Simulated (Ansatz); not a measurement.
The same path of ClH + GaH3O (7 atoms, charge 0, multiplicity 1) was run twice with different band settings. Lost on the way: Cl6–H7. Made: Ga1–Cl6, O2–H7.

Computed with RHF/def2-SVP (Ansatz 0.2.0).

Relaxed end points:

```xyz
7
Properties=species:S:1:pos:R:3
Ga -0.167 -0.482 -0.180
O -0.526 0.369 1.357
H -1.186 0.029 1.941
H 0.944 0.182 -1.045
H -0.997 -1.777 -0.479
Cl 0.904 3.083 2.252
H 0.292 1.989 1.953
```

```xyz
7
Properties=species:S:1:pos:R:3
Ga 0.078 0.431 -0.138
O -0.133 0.082 1.995
H -0.929 -0.325 2.311
H 1.473 -0.208 -0.437
H -1.320 -0.121 -0.593
Cl 0.129 2.623 0.210
H -0.033 0.911 2.449
```

Common settings: movable images 9; climbing image yes; optimiser quadratic models (default); start path through a guess of the saddle point; force threshold 0.05 eV/Å; iteration limit 60; end points relaxed.

| run | spring |
| --- | --- |
| 1 | 5.0 eV/Å² |
| 2 | 50.0 eV/Å² |

Problem. What does each run give, and how far can it be trusted?

Solution. Run 1: converged after 20 iterations, highest image 0.214 eV above the first end. A vibrational analysis at the climbing image gives one clearly imaginary mode, 841i cm⁻¹: a first-order saddle point.
Run 2: converged after 17 iterations, highest image 0.214 eV above the first end. Another band between the same ends (9 images) ends at a top of the same energy, where a vibrational analysis finds 1 clearly imaginary mode.
The orbitals stay closed-shell, which can raise the energy where a bond breaks towards radicals; this wasn't checked here.
